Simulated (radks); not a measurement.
The numbers below are computed, except where a source is named.
Problem. These are the eigenvalues of the occupied orbitals of an atom or ion with whole-number occupations (eV). Code: a radial shooting solver on a logarithmic mesh with Libxc functionals. Model: non-relativistic Kohn-Sham, r2SCAN, spin-polarised, spherical densities, point nucleus; meta-GGA in the generalised Kohn-Sham scheme.

orbital  eigenvalue
1s up     -1829.993
1s down   -1829.799
2s up     -179.1523
2s down   -178.9601
2p up     -134.0919
2p down   -133.8126
3s up      -40.5708

Which element is it, and in what charge state? The configuration may be excited. Open shells, if any, are filled with parallel spins first.

Solution. Z = 14, silicon, charge +3: Si3+ in [Ne] 3s1. The list shows which subshells hold electrons but not how many an open one holds; the 1s level, -67.251 hartree, gives Z - s = 11.6 by -(Z - s)^2/2, which with screening narrows Z to a few neighbours, and the depths of the outer levels then fix element, charge and occupations together.
